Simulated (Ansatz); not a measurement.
SnGe3⁺, relaxed as a doublet with UKS PBE-D4/def2-SVP in Ansatz, starting from the GFN1-xTB geometry. Force threshold 0.02 eV/Å.

In the def2 sets Sn takes a core potential; there is no spin–orbit coupling. The relaxation made no stability test and no search for a lower SCF solution. Another isomer (doublet) lies 0.14 eV lower at PBE0-D4/def2-TZVP; other spin states weren't run for this one.

Start:

```xyz
4

Ge    1.349    2.192   -1.382
Ge   -1.264   -0.479   -0.032
Ge   -0.823   -2.567    0.706
Sn    0.738    0.854    0.708
```

Q: Estimate the energy that the relaxation releases and the steps that it takes.

A: 2.13 eV, in 13 steps; 24 s on 4 threads of Arm Neoverse V2 on a shared host. No frequencies were taken in this run, so the end may be a saddle point.

Q: Does the start keep its bonding?

A: Bonds formed: Ge1–Ge2, Ge3–Sn4 (atoms count from 1).

Q: Predict the relaxed structure.

A: 
```tsv
atom	x (Å)	y (Å)	z (Å)
Ge1	0.452	1.700	-1.038
Ge2	-1.020	-0.206	-0.961
Ge3	-0.641	-1.738	0.860
Sn4	1.208	0.245	1.139
```
Bond lengths: 3 × Ge–Sn 2.73 to 3.10 Å; 2 × Ge–Ge 2.41 Å.
